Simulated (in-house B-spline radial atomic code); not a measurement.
Results of a calculation; reference values are marked as such.
Impurity-limited mobility of n-type InAs at n = 1.0887e16 cm⁻³, compensation 0.1

For InAs the NSM archive of the Ioffe Institute lists m* = 0.023 m0 and ε = 15.15.

One parabolic, isotropic band at zero temperature, uniform dielectric constant, impurities scattering independently, no phonons and no central-cell term; real bands flatten as E_F rises, which lowers the mobility at the highest densities. In effective units each ion is a point charge Z in an electron gas; its screened potential is solved self-consistently in the LDA with open boundaries (B-splines, partial waves to l = 16), which gives the phase shifts δ_l at the Fermi level.

Question: Put the electron gas into effective units.

Answer: a* = 0.0529177 nm × 15.15/0.023 = 34.86 nm and Ha* = 27211.386 meV × 0.023/15.15² = 2.727 meV. From 4π (r_s a*)³/3 = 1/n, r_s = 0.803. Then k_F = 1.91916/r_s = 2.3900 per a*, E_F = k_F²/2 = 2.8560 Ha* = 7.79 meV, and Mott's number n^(1/3) a* = 0.773.

Self-consistent phase shifts (rad):

| l | donor, Z = +1 | acceptor, Z = −1 |
| --- | --- | --- |
| 0 | 0.5349 | -0.4505 |
| 1 | 0.1553 | -0.1580 |
| 2 | 0.0546 | -0.0603 |
| 3 | 0.0210 | -0.0240 |
| 4 | 0.0084 | -0.0098 |
| 5 | 0.0035 | -0.0041 |
| 6 | 0.0014 | -0.0017 |
| 7 | 0.0006 | -0.0007 |
| 8 | 0.0003 | -0.0003 |

With all partial waves the Friedel sums are 1.000 and -1.001, and Σ (l + 1) sin²(δ_l − δ_(l+1)) is 0.16169 for the donor and 0.10714 for the acceptor. The screened donor binds no level.

Question: Find the transport cross sections, and compare them with the Born approximation for Thomas-Fermi screening (Brooks-Herring).

Answer: σ_tr = (4π/k_F²) × sum: 0.3557 a*² for the donor and 0.2357 a*² for the acceptor. Thomas-Fermi gives q_s² = 4k_F/π = 3.0430, so b = 4k_F²/q_s² = 7.508, and σ_Born = (2π/k_F⁴)(ln(1 + b) − b/(1 + b)) = 0.1926 × 1.2586 = 0.2424 a*² for either sign. The donor scatters 1.47 times and the acceptor 0.97 times as much. Two things differ from Brooks-Herring. First order with Lindhard's response and the LDA kernel gives 1.27 times σ_Born for either sign: screening weakens at large momentum transfer, and the exchange-correlation potential of the screening charge adds to the ion's own, which is the larger part in a thin gas. Higher orders then split the signs, leaving the donor at 1.16 and the acceptor, which keeps the electrons out, at 0.77 of that.

Question: With N_A/N_D = 0.1 and n = N_D − N_A, what are the mobility and the resistivity?

Answer: N_D = 1.21e16 and N_A = 1.21e15 cm⁻³. μ = e/(ħ k_F Σ N σ_tr), with e/ħ = 15.193 cm²/(V·s) per nm². Here k_F = 0.06857 nm⁻¹, a*² = 1215 nm², 1 cm⁻³ = 1e-21 nm⁻³, and Σ N σ_tr = 0.005575 nm⁻¹, a mean free path of 179 nm. So μ = 39700 cm²/(V·s) and ρ = 1/(n e μ) = 0.0144 Ω·cm. Brooks-Herring would give 56500 cm²/(V·s). k_F times the mean free path is 12.3.
